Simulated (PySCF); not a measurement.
CCl₂F, SMILES F[C](Cl)Cl, multiplicity 2.

Geometry optimised at TPSSh-D3(BJ)/def2-SVP. The isomer is the one that the SMILES or the coordinates give; other isomers of the formula were not compared.

Calculation: TPSSh-D3(BJ)/def2-SVP (PySCF 2.14.0).

Frequencies are harmonic and unscaled.

| mode | ν (cm⁻¹) | IR (km/mol) | moving atoms (share of kinetic energy) |
|---|---|---|---|
| 1 | 276 | 0.1 | Cl 76 %, F 14 %, C 9 % |
| 2 | 375 | 0.1 | F 58 %, Cl 41 % |
| 3 | 460 | 1.1 | C 38 %, F 34 %, Cl 28 % |
| 4 | 610 | 16.3 | C 60 %, Cl 32 %, F 9 % |
| 5 | 892 | 304.8 | C 86 %, Cl 13 % |
| 6 | 1201 | 256.5 | C 65 %, F 35 % |
